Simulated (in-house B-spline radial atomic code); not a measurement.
Configurations of the boron ion B⁺, with energies counted from [He] 2s2. All numbers are computed (scalar-relativistic (X2C) BLYP, spin-polarised, spherical fractional occupations; Fermi nucleus of rms radius 2.406 fm) with an all-electron radial atomic-structure program (B-spline basis), not measured. Shells without spins written out take the highest spin.

```json
{"configuration": "[He] 2s1 3s1", "E - E(ref) (eV)": "15.55", "highest orbital": "3s up", "its <r> (bohr)": "4.591"}
{"configuration": "[He] 2s(0 up, 1 down) 3p(1 up, 0 down)", "E - E(ref) (eV)": "16.908", "highest orbital": "3p up", "its <r> (bohr)": "4.949"}
{"configuration": "[He] 2s1 3p1", "E - E(ref) (eV)": "16.939", "highest orbital": "3p up", "its <r> (bohr)": "4.947"}
```

**Question.** Order these further configurations by energy, lowest first.
A. [He] 2s(0 up, 1 down) 2p(0 up, 1 down)
B. [He] 2s(1 up, 0 down) 3d(1 up, 0 down)
C. [He] 2s(0 up, 1 down) 3s(1 up, 0 down)

**Answer.** A (4.3947 eV), C (15.542 eV), B (18.118 eV).
